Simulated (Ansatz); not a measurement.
Relaxation of CH₆BBr (9 atoms, charge 0, multiplicity 1), to a largest force component of 0.03 eV/Å in at most 50 steps.

These are results of UKS B3LYP/def2-SVP (Ansatz 0.2.0), not measurements.

```xyz
9
Properties=species:S:1:pos:R:3:forces:R:3
B -0.306 -1.512 -0.373 0.43 -0.19 -1.20
Br 0.465 -1.524 -2.218 -0.48 -0.10 1.08
H -1.481 -1.299 -0.282 0.03 0.01 -0.01
H 0.424 -1.821 0.523 0.01 0.01 -0.02
H 0.313 0.647 -0.437 0.06 -0.20 -0.36
C 0.177 1.225 0.473 -0.04 0.41 0.44
H -0.356 2.149 0.210 -0.01 0.03 0.03
H -0.404 0.669 1.220 0.00 0.00 0.00
H 1.168 1.465 0.883 0.01 0.02 0.03
```

Task: Where does it end, and by what steps?

Result: The run converged. The force dipped under the threshold on the way, but the program's further checks kept it going. After 7 steps the energy has fallen by 0.165 eV; H5 moved furthest, 0.61 Å.

```tsv
step	energy less start (eV)	largest force component (eV/Å)	accepted
0	0.0000	1.200	yes
1	-0.1156	0.535	yes
2	-0.1533	0.155	yes
3	-0.1611	0.165	yes
4	-0.1636	0.072	yes
5	-0.1645	0.011	yes
6	-0.1646	0.012	yes
7	-0.1647	0.003	yes
```

```xyz
9
Properties=species:S:1:pos:R:3
B -0.378 -1.996 -0.541
Br 0.341 -2.058 -2.303
H -1.539 -1.721 -0.418
H 0.355 -2.241 0.375
H 0.477 1.235 -0.433
C 0.244 1.602 0.577
H -0.357 2.520 0.502
H -0.324 0.839 1.129
H 1.180 1.819 1.112
```

The run took 17 s on 2 threads of AMD EPYC 7R13 Processor (Zen 3) (shared host), peak memory 0.27 GiB.
